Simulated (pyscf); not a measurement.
Optimised with ωB97X-D3(BJ)/def2-SVP in PySCF.

SMILES: [OH][Ta]([F])([F])([F])[O][SiH3]
```xyz
11

O      1.7433    -0.9783    -0.5258
Ta     0.8189     0.6120    -0.9349
F      1.1709     0.3158    -2.7612
F      1.7982     1.5072     0.4005
F      0.3046     2.3543    -1.4916
O     -0.8911     0.1066    -0.3989
Si    -2.5336     0.2975    -0.0826
H      2.4334    -1.6373    -0.4503
H     -3.2633    -0.8020    -0.7649
H     -2.7305     0.2223     1.3882
H     -2.9641     1.6204    -0.6045
```

Task: What is the homolytic dissociation enthalpy (298 K, ωB97M-D3(BJ)/def2-TZVP) of the O–Ta bond of HO–Ta(F)(F)(F)–O–SiH₃, to [HO–Ta(F)(F)–F]• + •O–SiH₃?

Result: O–Ta to [HO–Ta(F)(F)–F]• + •O–SiH₃: 4.98 eV. The 7 functionals that were run give +4.91 (PBE) to +5.19 eV (ωB97X-D3(BJ)). The radicals are drawn with the spin at the cut bond; how far it spreads was not checked. •O–SiH₃ lies 1.08 eV over its isomer HO–SiH₂•, and others may lie lower still (electronic energy, ωB97M-D3(BJ)). Other isomers of [HO–Ta(F)(F)–F]• were not searched in full and may lie lower. Open-shell species with a d-block atom are single-reference here; other states, and whether the spin sits on metal or ligand, were not checked. Elements past Kr carry the def2 core potentials, without spin-orbit coupling.
